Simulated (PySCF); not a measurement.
CH4BeSSe, SMILES [SeH][Be][S]C. Atoms are numbered in the order given.

```xyz
8

Be     0.1917    -0.2512    -0.2566
S     -0.1914    -1.4316    -1.6976
C     -2.0325    -1.3062    -1.8284
H     -2.5167    -1.7105    -0.9300
H     -2.3200    -1.9139    -2.6964
H     -2.3486    -0.2686    -1.9962
Se     0.6232     1.0489     1.2507
H      0.4876    -0.0222     2.2568
```

The structure is a stationary point at TPSSh-D3(BJ)/def2-SVP. The structure was generated by enumeration; whether it is a known compound was not checked. Other conformers were not sampled.

Computed with PBE/def2-TZVPD (PySCF).

The molecule is in vacuum.

Computed frontier levels, gap, dipole moment and polarisability:
```yaml
highest_occupied_level: -6.05 eV
lowest_empty_level: -1.75 eV
orbital_gap: 4.30 eV
dipole_moment: 1.60 D
quadrupole, principal values (traceless, Buckingham form, about the centre of nuclear charge): -8.08, 1.96, 6.12 D·Å
mean_static_polarisability: 85.8 bohr³ (12.71 Å³)
polarisability_principal_values: 67.8, 76.5, 113.1 bohr³
```
